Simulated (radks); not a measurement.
Results of a calculation; reference values are marked as such.
Problem. Species: the sulfur ion S3.25+. Configuration: [He] 2s(up 1, down 0.75) 2p6 3s2 3p1 (fractional occupations, a model configuration). Code: a radial shooting solver on a logarithmic mesh with Libxc functionals. Model: non-relativistic Kohn-Sham, LDA (Slater exchange, Perdew-Wang correlation), spin-polarised, spherical densities, point nucleus; open shells are filled with parallel spins first. Some entries of the table are withheld. Estimate them.

orbital  occ.  eigenvalue (hartree)  <1/r> (bohr^-1)
1s up       1             -89.85563            15.52
1s down     1             -89.82446            15.52
2s up       1              -9.60538            3.059
2s down  0.75              -9.56254            3.058
2p up       3                   (1)            2.977
2p down     3                   (2)            2.976
3s up       1              -2.10823           0.9338
3s down     1              -2.05010           0.9303
3p up       1              -1.66714           0.8474
3p down     0              -1.61209           0.8414

Solution. 
(1) 2p up eigenvalue (hartree): -7.67498
(2) 2p down eigenvalue (hartree): -7.63204
